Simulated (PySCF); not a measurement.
Method: B3LYP-D3(BJ)/def2-TZVP // M06-2X/def2-TZVP (PySCF). All species are isolated molecules in the gas phase. One relaxed conformer stands for a flexible species; it need not be the lowest. B3LYP has the VWN-RPA correlation part, as in Gaussian. Delta-SCF ions had no search for a lower state. 

Reference species (SMILES): `B` (neutral, multiplicity 1).

```json
{
  "HOMO": "-9.75 eV",
  "LUMO": "-2.22 eV",
  "vertical ionisation energy (Delta-SCF)": "13.18 eV"
}
```

Changed species: `BC=O` (X = formyl; the reference has X = H).

Q: Predict the effect on the HOMO, LUMO and vertical ionisation energy (Delta-SCF).

A: the HOMO rises by 2.55 eV, to -7.20 eV; the LUMO drops by 0.06 eV, to -2.28 eV; the vertical ionisation energy (Delta-SCF) falls by 3.17 eV, to 10.01 eV.
